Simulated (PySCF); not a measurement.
## A search over the determinants of LiAs

Unrestricted PBE0; Li pcseg-1, As pcseg-1; no relativity (PySCF 2.14). Outer shells of the fragments: Li 2s1; As 3d10 4s2 4p3.

Followed along the bond (rough minima from three points):

```
2Ms+1  unpaired  ⟨S²⟩ at the start  R at minimum (Å)  Te (eV)
    3      π ↑↑               2.01              2.43     0.00
    1      π ↑↓               1.01              2.42     0.33
    3  σ ↑, π ↑               2.00              2.29     0.75
    1  σ ↓, π ↑               1.01              2.31     1.08
    1      none               0.00              2.41     1.32
```

Solutions found at the starting distance of 2.460 Å, counted from the lowest of them; the search is not exhaustive and high or unbound solutions are not listed, so other states can lie among these:

| 2Ms+1 | unpaired | term | E (eV) | ⟨S²⟩ | ⟨Lz²⟩ | μ (D) |
| --- | --- | --- | --- | --- | --- | --- |
| 3 | π ↑↑ | ³Σ⁻ | 0.00 | 2.01 | 0.00 | -6.49 |
| 1 | π ↑↓ | mixed | 0.33 | 1.01 | 2.01 | -6.48 |
| 3 | σ ↑, π ↑ | ³Π | 0.81 | 2.00 | 1.01 | -6.50 |
| 1 | σ ↓, π ↑ | mixed | 1.13 | 1.01 | 1.01 | -6.49 |
| 1 | none | mixed | 1.32 | 0.00 | 2.00 | -6.17 |
| 5 | σ ↑↑, π ↑↑ | ⁵Σ⁻ | 2.17 | 6.00 | 0.00 | 4.39 |
| 3 | σ ↑↑, π ↑↓ | mixed | 2.91 | 3.01 | 2.01 | 4.51 |
| 1 | σ ↓↓, π ↑↑ | mixed | 2.92 | 2.01 | 0.00 | 4.65 |
| 5 | σ ↑, π ↑↑↑ | ⁵Π | 3.43 | 6.00 | 1.00 | 1.61 |
| 3 | σ ↑, π ↑ | ³Π | 3.43 | 2.00 | 1.00 | 4.61 |
| 1 | σ ↓, π ↑ | mixed | 3.46 | 1.00 | 1.00 | 4.78 |
| 3 | σ ↑↑ | mixed | 4.03 | 2.00 | 2.00 | 4.57 |
| 3 | σ ↑, π ↑↑↓ | mixed | 4.17 | 3.01 | 3.01 | 1.64 |
| 5 | σ ↑↑, π ↑↑ | mixed | 9.69 | 6.00 | 2.00 | 10.10 |

A term symbol is given only where ⟨S²⟩ and ⟨Lz²⟩ are close to those of a pure state; real π, δ and φ orbitals otherwise mix terms. A positive dipole means Li(−)As(+).

Spin–orbit coupling is left out. Counting both spins, an empty level lies below a filled one in some of these solutions, because spin and occupation are held.
